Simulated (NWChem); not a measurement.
# CH7ClSi2; SMILES C[SiH2][SiH2]Cl

```xyz
11

Si     0.8928     0.6495     0.3195
Cl    -0.7960     1.7969    -0.1205
Si     0.3969    -1.5430    -0.3507
C     -1.2409    -2.0750     0.4089
H      1.1413     0.7568     1.7890
H      2.0570     1.2456    -0.4004
H      1.5154    -2.4488     0.0659
H      0.3226    -1.5556    -1.8455
H     -1.1638    -2.1368     1.5050
H     -1.5493    -3.0603     0.0280
H     -2.0243    -1.3432     0.1601
```
Atoms are numbered in this order, from 1.

Computed with NWChem. Pople sets run with spherical d functions. The geometry was optimised at PBE0/def2-SVP. Vzz is the largest principal value of the second derivative of the potential at the nucleus (NWChem prints the opposite sign); η is the asymmetry. Non-relativistic.

| level | Vzz Cl2 (a.u.) | η Cl2 |
|---|---|---|
| PBE/cc-pVTZ | ? | 0.01 |
| PBE/def2-TZVP | 2.218 | 0.01 |
| CAM-B3LYP/def2-SVP | 2.136 | 0.02 |
| CAM-B3LYP/6-31G* | 2.110 | 0.01 |

### Question
Complete the blanks.

### Answer

- PBE/cc-pVTZ, Vzz Cl2 (a.u.): 2.086
